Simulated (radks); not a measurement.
Polarisabilities and homonuclear dispersion coefficients (atomic units). Code: a radial shooting solver on a logarithmic mesh with Libxc functionals. Model: non-relativistic Kohn-Sham, LDA (Slater exchange, VWN5 correlation), spin-unpolarised, spherical densities, point nucleus. Response by self-consistent Sternheimer equations with the Hartree and adiabatic LDA kernel. For heavy and open-shell atoms this level of theory can miss by tens of per cent. "Uncoupled" leaves out the induced potential. Quadrupole and octupole values are given only where no p, d or f shell is open. The Sternheimer factor gamma scales a distant field gradient at the nucleus by 1 - gamma.

species  configuration  alpha1 (bohr^3)  alpha1, uncoupled  alpha2 (bohr^5)  alpha3 (bohr^7)     C6      C8  Sternheimer gamma  recommended alpha1
F2+       [He] 2s2 2p3            1.177              1.613                -                -  1.554       -                  -                   -
Rh3+          [Kr] 4d6            4.703              6.901                -                -  21.54       -                  -                   -
Li            [He] 2s1            146.2              185.2             2099            64150   1186  108200              0.829  164.113 +/- 0.0005
Ga3+         [Ar] 3d10            1.444              1.771            2.990            8.228  3.225   27.27              -8.77                   -
Sc        [Ar] 3d1 4s2            116.2              225.0                -                -   1423       -                  -           97 +/- 10
Si+       [Ne] 3s2 3p1            19.10              31.60                -                -  100.4       -                  -                   -
Mo2+          [Kr] 4d4            10.33              14.75                -                -  55.06       -                  -                   -
Mg            [Ne] 3s2            71.38              122.2            869.6            16740  622.8   43780             -0.184        71.2 +/- 0.4

Recommended values: Schwerdtfeger and Nagle, table of static dipole polarisabilities (2023 update), measured or computed.

Beside tabulated values, note that relativity, absent from the non-relativistic runs, is large for the heavy elements, and spin-unpolarised runs miss the spin-polarisation part of the exchange energy of open shells.
